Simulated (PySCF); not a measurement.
## Working out the ionisation energy of Se²⁺

Se²⁺ [Ar] 3d10 4s2 4p2 (3P) → Se³⁺ [Ar] 3d10 4s2 4p1 (2P). Calculation: PySCF 2.14, in x2c-TZVPall (6s5p4d1f, 48 functions); the spin-free X2C one-electron Hamiltonian (Gaussian nucleus). Frozen: [Ar] 3d10. Energies in hartree (1 hartree = 27.21139 eV):

```
            part  Se²⁺ (lower)  Se³⁺ (upper)
             UHF  -2426.986238  -2425.847315
CCSD correlation     -0.072432     -0.056799
             (T)     -0.001491     -0.000671
```

Q: What does Hartree-Fock give?

A: (-2425.847315) − (-2426.986238) = 1.138923 hartree = 30.992 eV.

Q: What do CCSD and CCSD(T) give?

A: The CCSD correlation energies differ by 0.015633 hartree = 0.425 eV and the triples by 0.000820 hartree = 0.022 eV, so CCSD gives 31.417 eV and CCSD(T) 31.439 eV.

Reference: 31.697 ± 0.019 eV (measured; NIST Atomic Spectra Database, ionization energies), between the lowest levels; spin-orbit coupling is absent from the calculation.

What remains against the reference includes basis incompleteness, the frozen core and higher excitations.
